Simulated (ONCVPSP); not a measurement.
## An all-electron radial function and its pseudo partner (Tc)

Columns: radius, all-electron u(r) and pseudo u(r) of the 4d shell (level -4.47 eV) of technetium in the configuration [Ar] 3d10 4s2 4p6 4d6 5s1; PBE, scalar-relativistic, ONCV scheme, ONCVPSP 4.0.1.

```json
{"r (bohr)": "0.118", "all-electron": "-0.1862", "pseudo": "0.0031"}
{"r (bohr)": "0.235", "all-electron": "-0.3635", "pseudo": "0.0234"}
{"r (bohr)": "0.353", "all-electron": "-0.2859", "pseudo": "0.0738"}
{"r (bohr)": "0.470", "all-electron": "-0.0711", "pseudo": "0.1575"}
{"r (bohr)": "0.588", "all-electron": "0.1714", "pseudo": "0.2708"}
{"r (bohr)": "0.705", "all-electron": "0.3824", "pseudo": "0.3997"}
{"r (bohr)": "0.822", "all-electron": "0.5455", "pseudo": "0.5287"}
{"r (bohr)": "0.940", "all-electron": "0.6603", "pseudo": "0.6432"}
{"r (bohr)": "1.058", "all-electron": "0.7309", "pseudo": "0.7299"}
{"r (bohr)": "1.175", "all-electron": "0.7663", "pseudo": "0.7830"}
{"r (bohr)": "1.292", "all-electron": "0.7763", "pseudo": "0.8041"}
{"r (bohr)": "1.410", "all-electron": "0.7681", "pseudo": "0.7984"}
{"r (bohr)": "1.528", "all-electron": "0.7476", "pseudo": "0.7736"}
{"r (bohr)": "1.645", "all-electron": "0.7196", "pseudo": "0.7379"}
{"r (bohr)": "1.763", "all-electron": "0.6866", "pseudo": "0.6973"}
{"r (bohr)": "1.880", "all-electron": "0.6515", "pseudo": "0.6566"}
{"r (bohr)": "1.998", "all-electron": "0.6153", "pseudo": "0.6170"}
{"r (bohr)": "2.115", "all-electron": "0.5795", "pseudo": "0.5799"}
{"r (bohr)": "2.232", "all-electron": "0.5446", "pseudo": "0.5446"}
{"r (bohr)": "2.350", "all-electron": "0.5106", "pseudo": "0.5105"}
{"r (bohr)": "2.468", "all-electron": "0.4781", "pseudo": "0.4781"}
{"r (bohr)": "2.585", "all-electron": "0.4475", "pseudo": "0.4475"}
{"r (bohr)": "2.702", "all-electron": "0.4186", "pseudo": "0.4185"}
{"r (bohr)": "2.820", "all-electron": "0.3911", "pseudo": "0.3910"}
{"r (bohr)": "2.938", "all-electron": "0.3652", "pseudo": "0.3652"}
{"r (bohr)": "3.055", "all-electron": "0.3411", "pseudo": "0.3411"}
```

Q: How many radial nodes do the two functions have?

A: The all-electron 4d function has n − l − 1 = 1; the pseudo-wave has 0, since the states of the same l below it are removed with the core.

Q: At about which radius was the pseudo-wave matched?

A: 2.35 bohr. The columns agree to 0.0005 from 2.12 bohr on; several derivatives are matched, so the curves merge somewhat inside the radius.

Q: Is the pseudo-wave norm-conserving?

A: Yes: the ONCV scheme keeps the norm inside the radius equal to the all-electron one, which fixes the energy derivative of the logarithmic derivative at the level.
